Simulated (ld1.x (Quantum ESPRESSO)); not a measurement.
What one change does to a pseudopotential (nitrogen (N), RRKJ)

```json
{
 "Element": "nitrogen",
 "Generator": "ld1.x (Quantum ESPRESSO) 7.5",
 "Type": "norm-conserving RRKJ (Kleinman–Bylander form)",
 "Functional": "PBE",
 "Relativity": "non-relativistic",
 "Frozen core": "[He]",
 "Valence charge": "5",
 "Reference configuration": "2s2 2p2.5 (charge +0.5)",
 "Partial waves": "2s (bound): rc 1.00 bohr; 2p (bound): rc 1.95 bohr; 3d channel at 0.05 Ry: rc 1.55 bohr",
 "Local potential": "the d channel",
 "Core correction": "a·sin(br)/r model core inside 0.45 bohr"
}
```

All-electron outer shells of the reference configuration (PBE, non-relativistic, ld1.x):

```
shell  level (eV)  outermost node (bohr)  outermost maximum (bohr)
   2s      -25.09                   0.32                      1.00
   2p      -13.45                      –                      0.94
```

Change: wave 3d channel at 0.05 Ry: rc 1.55 bohr becomes 3d channel at 2.69 Ry: rc 1.55 bohr.

Cutoffs: the cutoffs (Ry, on a coarse ladder) from which the occupation-weighted sum of valence levels, in a spherical-Bessel basis at the reference potential, stays within 10 and 1 mRy of its value at 400 Ry; they do not see the model core or the augmentation charge, which bear on the density cutoff. Errors are all-electron minus pseudo energies relative to the spin-unpolarised reference configuration.

Q: How do hardness, ghosts and transferability respond?

A: The potential gets neither clearly harder nor softer (80 Ry and 100 Ry → 80 Ry and 100 Ry); the errors of the 7 common tests hardly move; the range in which the s phases agree widens (upper end 2.2 → at the end of the scan); neither file shows a bound ghost.

```csv
quantity,base,changed
"cutoff, loose",80 Ry,80 Ry
"cutoff, tight",100 Ry,100 Ry
bound ghosts,none,none
"error for 2s2 2p3, meV [ΔE -5.10 eV]",+7.0,+6.9
"error for 2s2 2p2, meV [ΔE 8.50 eV]",+20,+20
"error for 2s2 2p1, meV [ΔE 37.36 eV]",+366,+365
"error for 2s2 2p0, meV [ΔE 84.44 eV]",+1745,+1742
"error for 2s2 2p3.3, meV [ΔE -6.72 eV]",+12,+11
"error for 2s1 2p3, meV [ΔE 20.25 eV]",-65,-65
"error for 2s0 2p5, meV [ΔE 17.88 eV]",+72,+72
s: phases at 2.14 bohr within 0.05 rad from the reference energy up to (Ry; the scan ends near 5),2.2,to the end of the scan
p: phases at 2.14 bohr within 0.05 rad from the reference energy up to (Ry; the scan ends near 5),1.3,1.3
d: phases at 2.14 bohr within 0.05 rad from the reference energy up to (Ry; the scan ends near 5),to the end of the scan,to the end of the scan
```
